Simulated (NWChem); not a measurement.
Everything below was run with NWChem. System: C4H8Si, charge 0, spin multiplicity 1, at a geometry optimised with B3LYP/def2-SVP. The structure started from a generated list of species. Level: MP2/def2-SVP, 9 core orbitals frozen.

Job file:

```
start mol
memory heap 200 mb stack 800 mb global 1000 mb
geometry units angstroms nocenter noautoz
  C     -2.903328     0.704604     0.000000
  C     -1.890332     0.037866     0.000000
  C     -0.647682    -0.720404     0.000000
  Si     0.908513     0.393901     0.000000
  C      2.466815    -0.670638     0.000000
  H     -3.805779     1.285541     0.000000
  H     -0.599754    -1.381322     0.884560
  H     -0.599754    -1.381322    -0.884560
  H      0.872889     1.262863    -1.212297
  H      0.872889     1.262863     1.212297
  H      2.508977    -1.316745    -0.892052
  H      3.369539    -0.038323     0.000000
  H      2.508977    -1.316745     0.892052
  symmetry group Cs
end
basis spherical
  * library def2-svp
end
scf
  rhf
  nopen 0
  maxiter 100
  thresh 1e-7
  semidirect memsize 60000000 filesize 0
end
mp2
  freeze core 9
end
task mp2 energy
```

Part of the output:

```
             Northwest Computational Chemistry Package (NWChem) 7.3.0
             --------------------------------------------------------

                                NWChem Input Module
                                -------------------

 Scaling coordinates for geometry "geometry" by  1.889725989
 (inverse scale =  0.529177249)

 Turning off AUTOSYM since
 SYMMETRY directive was detected!

                             Geometry "geometry" -> ""
                             -------------------------

 Output coordinates in angstroms (scale by  1.889725989 to convert to a.u.)

  No.       Tag          Charge          X              Y              Z
 ---- ---------------- ---------- -------------- -------------- --------------
    1 C                    6.0000    -2.90332800     0.70460400     0.00000000
    2 C                    6.0000    -1.89033200     0.03786600     0.00000000
    3 C                    6.0000    -0.64768200    -0.72040400     0.00000000
    4 Si                  14.0000     0.90851300     0.39390100     0.00000000
    5 C                    6.0000     2.46681500    -0.67063800     0.00000000
    6 H                    1.0000    -3.80577900     1.28554100     0.00000000
    7 H                    1.0000    -0.59975400    -1.38132200     0.88456000
    8 H                    1.0000    -0.59975400    -1.38132200    -0.88456000
    9 H                    1.0000     0.87288900     1.26286300    -1.21229700
   10 H                    1.0000     0.87288900     1.26286300     1.21229700
   11 H                    1.0000     2.50897700    -1.31674500    -0.89205200
   12 H                    1.0000     3.36953900    -0.03832300     0.00000000
   13 H                    1.0000     2.50897700    -1.31674500     0.89205200

 Effective nuclear repulsion energy (a.u.)     196.1646758497

            Nuclear Dipole moment (a.u.)
            ----------------------------
        X                 Y               Z
 ---------------- ---------------- ----------------
     0.0000075589    -0.0000151178     0.0000000000

      Symmetry information
      --------------------
[...]
     1   1 0 0      0.395601      0.000000      0.000008
     1   0 1 0     -0.320732      0.000000     -0.000015
     1   0 0 1     -0.000000      0.000000      0.000000

     2   2 0 0    -28.525849      0.000000    583.049531
     2   1 1 0     -1.858063      0.000000    -80.661186
     2   1 0 1     -0.000000      0.000000      0.000000
     2   0 2 0    -29.660869      0.000000     82.489819
     2   0 1 1      0.000000      0.000000      0.000000
     2   0 0 2    -30.817195      0.000000     21.768259

                   NWChem MP2 Semi-direct Energy/Gradient Module
                   ---------------------------------------------

  Basis functions       =    114
  Molecular orbitals    =    114
  Frozen core           =      9
  Frozen virtuals       =      0
  Active alpha occupied =     14
  Active beta occupied  =     14
  Active alpha virtual  =     91
  Active beta virtual   =     91
  Use MO symmetry       = T
  Use skeleton AO sym   = T

  AO/Fock/Back tols     =   1.0D-09  1.0D-09  1.0D-09

 GA uses MA = F    GA memory limited = T

 Available:
  local mem=  1.15D+08
 global mem=  1.31D+08
 local disk=  0.00D+00
  mp2_memr nvloc                    91
  nvloc new                    91
   1 passes of  14:        3145728                      58998                  25860288.
   1 passes of  14: M    114663538           G      131046008           F     111517810.

 Semi-direct pass number   1 of   1  for RHF alpha+beta  at        4.3s
  vrange nnbf                  5965
  mp2_eaftype                    98  avail_ma_in_mb                   999
 EAF : mp2_eaftype filesize          98   12930144.
  mp2_eaf for mointskh                     98
Node 0 wrote     60.8 Mb in      0.0 s     Agg I/O rate:  2147.5 Mb/s
 Done moints_semi at       10.9s
  mp2_eaftype                    98  avail_ma_in_mb                   901
 EAF : mp2_eaftype filesize          98   12930144.
  mp2_eaf for kh                    98
 Done maket at       11.4s
 Done multipass loop at       11.4s

          -------------------------------------------
          SCF energy                -444.803158708523
          Correlation energy          -0.638857431237
          Singlet pairs               -0.422607995163
          Triplet pairs               -0.216249436074
          Total MP2 energy          -445.442016139759
          -------------------------------------------

          ---------------------------------------------------
                    Spin Component Scaled (SCS) MP2
          Same spin pairs                     -0.144166290716
          Same spin scaling factor             0.333333333333
          Opposite spin pairs                 -0.494691140521
          Opposite spin scaling fact.          1.200000000000
          SCS-MP2 correlation energy          -0.641684798864
          Total SCS-MP2 energy              -445.444843507386
          ---------------------------------------------------

 -----------------------
 Performance information
 -----------------------

 Timer overhead =  2.33D-07 seconds/call

               Nr. of calls         CPU time (s)                 Wall time (s)                GFlops
             ---------------    -------------------     ------------------------------   -------------------
Name         Min   Avg   Max    Min     Avg     Max     Min     Avg     Max   Mx/calls   Min     Max     Sum
mp2: moin     1     1     1    6.7     6.7     6.7      6.7     6.7     6.7     6.7      0.0     0.0     0.0
mp2: make     1     1     1   0.49    0.49    0.49     0.49    0.49    0.49    0.49      0.0     0.0     0.0
mp2: tota     1     1     1    7.2     7.2     7.2      7.2     7.2     7.2     7.2      0.0     0.0     0.0

 The average no. of pstat calls per process was 3.00D+00
 with a timing overhead of 6.98D-07s

 Task  times  cpu:       11.4s     wall:       11.4s

 Total times  cpu:       11.4s     wall:       11.4s
```
